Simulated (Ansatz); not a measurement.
Born–Oppenheimer molecular dynamics of AlBrClH5O2Si (11 atoms, charge 0, multiplicity 1). It starts at the highest image of a converged band. Of that band: Neighbouring images differ by up to 1.4 eV, so the band resolves the path poorly. A vibrational analysis at the climbing image gives one clearly imaginary mode, 1109i cm⁻¹, and a faint second one (14i cm⁻¹) that may be numerical noise or a soft torsion: probably a first-order saddle point.

Theory: RHF/def2-SVP (Ansatz).

- ensemble: NVE (velocity Verlet)
- time step: 0.5 fs
- steps asked: 200
- starting velocities drawn for: 300 K
- seed: 8804

First frame:

```xyz
11
Properties=species:S:1:pos:R:3
Al -0.095 -0.346 0.138
O -0.596 -0.756 1.787
Si -1.335 -0.198 3.178
H -2.759 -0.589 3.167
H -0.657 -0.815 4.335
H -1.217 1.272 3.231
Cl 1.423 1.095 0.017
O -1.208 -0.445 -1.107
H -1.861 -1.065 -1.374
Br 0.976 -2.757 0.557
H 0.111 -1.954 1.592
```

Task: How far do the bonds stretch over the last three quarters of this one trajectory? (Pairs bonded in most of those frames.)

Result: 
```tsv
bond	mean (Å)	spread (Å)	shortest	longest
Al1–O2	1.697	0.022	1.66	1.74
Al1–Cl7	2.110	0.021	2.07	2.14
Al1–O8	1.677	0.024	1.64	1.72
O2–Si3	1.645	0.023	1.60	1.68
Si3–H4	1.479	0.007	1.47	1.49
Si3–H5	1.485	0.026	1.45	1.52
Si3–H6	1.484	0.029	1.44	1.53
O8–H9	0.942	0.020	0.91	0.98
Br10–H11	1.413	0.033	1.36	1.46
```

Mean temperature of the second half: 484 K. The conserved energy stayed within 0.14 meV per atom of its start (net change 0.024 meV per atom), so the integration is sound. The kinetic energy rose, since the run started high on the potential surface and went downhill. It ends in pieces (AlClH4O2Si + BrH), so much of that is their flight and rotation, not heat. A run of 0.1 ps of so small a system gives no equilibrium averages. The orbitals stay closed-shell, which can raise the energy where a bond breaks towards radicals; this wasn't checked here.

The run took 9.2 min on 4 threads of Intel(R) Xeon(R) Platinum 8259CL CPU @ 2.50GHz (Skylake/Cascade Lake) (shared host), peak memory 0.41 GiB.
